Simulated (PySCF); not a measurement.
SMILES B[SiH2]C[SiH3], singlet, GFN2-xTB optimised geometry.

```
13

B      2.51     0.56    -1.50
Si     1.89    -0.52     0.00
C     -0.03    -0.52     0.00
Si    -0.83     1.20     0.00
H      2.41     0.19    -2.61
H      2.99     1.62    -1.35
H      2.29    -0.08     1.35
H      2.29    -1.94    -0.03
H     -0.38    -1.06    -0.88
H     -0.39    -1.08     0.86
H     -0.37     1.94    -1.18
H     -2.29     1.09    -0.05
H     -0.45     1.94     1.21
```

Density from B3LYP/def2-TZVP in PySCF at that geometry.

Minimum of the electron density along straight lines between bonded atoms, close to the bond critical point (lines longer than 1.1 times the sum of covalent radii, or with two minima, are not listed):

```csv
bond,length / Å,ρ at the minimum / e bohr⁻³,∇²ρ there / e bohr⁻⁵,position (fraction from the first atom)
B1–Si2,1.953,0.122,-0.02,0.61
Si2–C3,1.920,0.109,0.13,0.39
C3–Si4,1.893,0.117,0.15,0.61
B1–H5,1.171,0.193,-0.37,0.44
B1–H6,1.170,0.194,-0.39,0.44
Si2–H7,1.477,0.122,0.17,0.49
Si2–H8,1.480,0.120,0.17,0.49
C3–H9,1.091,0.271,-0.89,0.64
C3–H10,1.089,0.272,-0.89,0.64
Si4–H11,1.469,0.123,0.19,0.49
Si4–H12,1.467,0.124,0.18,0.49
Si4–H13,1.464,0.125,0.18,0.49
```
